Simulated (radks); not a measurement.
Q: The mean radii <r> (bohr) of the occupied orbitals of an atom or ion are listed with their occupations. Method: non-relativistic Kohn-Sham, r2SCAN, spin-polarised, spherical densities, point nucleus; meta-GGA in the generalised Kohn-Sham scheme; computed with a radial shooting solver on a logarithmic mesh with Libxc functionals.

| orbital | occ. | <r> |
|---|---|---|
| 1s up | 1 | 0.04944 |
| 1s down | 1 | 0.04944 |
| 2s up | 1 | 0.2213 |
| 2s down | 1 | 0.2212 |
| 2p up | 3 | 0.1923 |
| 2p down | 3 | 0.1922 |
| 3s up | 1 | 0.6563 |
| 3s down | 1 | 0.6574 |
| 3p up | 3 | 0.6754 |
| 3p down | 3 | 0.6762 |
| 3d up | 5 | 0.7617 |
| 3d down | 4 | 0.7549 |
| 4s up | 1 | 2.172 |
| 4p up | 3 | 2.723 |

Name the element and its charge. Open shells, if any, are filled with parallel spins first.

A: Z = 31, gallium, charge 0: Ga in [Ar] 3d9 4s1 4p3. The 1s radius gives Z: for a bare nucleus <r> = 1.5/Z, 0.04839 bohr for Z = 31, and screening makes it slightly larger (0.04944 here). The occupations add up to 31, and the charge is Z minus that.
